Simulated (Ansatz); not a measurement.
Stepwise reaction of `[NH2][Ga]([SH])[SH]` with hydrogen fluoride, as a gas-phase model of exchange steps in deposition or etching. ΔE in kJ/mol.

Computed with Ansatz on PBE0-D4/def2-TZVP structures; ΔE is electronic, products minus reactants. CBS: MP2 limit from def2 TZ/QZ plus the TZ coupled-cluster correction, frozen cores. This one scheme is used for every species. DFT in def2-TZVPP. B3LYP here is the variant with VWN-RPA as its local correlation; programs differ in this. For Ga outer-core shells are correlated without core-valence functions, which leaves a few kJ/mol of doubt a bond. Scalar relativity is left out up to krypton. One conformer a species, not always the lowest.

| step | reaction | PBE-D4 | B3LYP-D4 | ωB97M-V | CCSD(T)/CBS |
| --- | --- | --- | --- | --- | --- |
| 2 | `[NH2][Ga]([F])[SH]` + H–F → `[NH2][Ga]([F])[F]` + H₂S | 15.0 | 7.8 | 7.8 | 15.6 |

Give the row of step 1, `[NH2][Ga]([SH])[SH]` + H–F → `[NH2][Ga]([F])[SH]` + H₂S. (An estimate is asked.)

The calculation gave: 
| step | reaction | PBE-D4 | B3LYP-D4 | ωB97M-V | CCSD(T)/CBS |
| --- | --- | --- | --- | --- | --- |
| 1 | `[NH2][Ga]([SH])[SH]` + H–F → `[NH2][Ga]([F])[SH]` + H₂S | 4.5 | -2.0 | -2.7 | 6.8 |

By hand: ΔE of the 2 steps together at CCSD(T)/CBS.

(6.8) + (15.6) = 22.4 kJ/mol, or 11.2 kJ/mol a step.

In ΔE each step is higher than the one before. All are uphill at CCSD(T)/CBS. PBE-D4 differs from CCSD(T)/CBS by -2.3 to -0.6 kJ/mol a step. Isolated molecules leave out the surface, adducts and barriers. Largest T1 diagnostic: 0.014.
